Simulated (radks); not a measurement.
The numbers below are computed, except where a source is named.
How relativity changes the ionisation of the silver ion Ag+ ([Kr] 4d10) to Ag2+ ([Kr] 4d9). Spin-unpolarised spherical Kohn-Sham, BLYP, point nucleus unless stated (finite: rms radius 4.5454 fm), a radial shooting solver on a logarithmic mesh with Libxc functionals. A level marked "c x" has the speed of light scaled by that factor and shares open shells by 2j + 1; other Dirac levels either fill j = l - 1/2 first or share by 2j + 1.

| level | E(Ag+) (hartree) | E(Ag2+) (hartree) | IE (eV) | HOMO | <r> HOMO (bohr) |
|---|---|---|---|---|---|
| non-rel. | -5199.85624 | -5199.03487 | 22.351 | 4d | 1.379 |
| scalar-rel. | -5316.32860 | -5315.51866 | 22.040 | 4d | 1.392 |
| scalar-rel., finite nucleus | -5316.21888 | -5315.40894 | 22.040 | 4d | 1.392 |
| Dirac, 2j+1 shares | -5317.53547 | -5316.72549 | 22.041 | 4d5/2 | 1.402 |
| Dirac, low j first | -5317.53547 | -5316.73457 | 21.794 | 4d5/2 | 1.402 |
| Dirac, 2j+1 shares, finite nucleus | -5317.42548 | -5316.61550 | 22.041 | 4d5/2 | 1.402 |
| Dirac, c x 0.75 | -5419.70357 | -5418.90177 | 21.818 | 4d5/2 | 1.421 |
| Dirac, c x 0.85 | -5366.68793 | -5365.88207 | 21.929 | 4d5/2 | 1.411 |
| Dirac, c x 2 | -5228.00208 | -5227.18365 | 22.271 | 4d5/2 | 1.385 |

NIST Atomic Spectra Database: 21.484 eV (measured). The relativistic part of the total energy of Ag+ is -117.6 hartree (Dirac, 2j+1 shares, finite nucleus), 2.3 % of the non-relativistic value. Spin polarisation and multiplet splitting of open shells are left out at every level.

Beside tabulated values, note that relativity, absent from the non-relativistic runs, is large for the heavy elements, and spin-unpolarised runs miss the spin-polarisation part of the exchange energy of open shells.
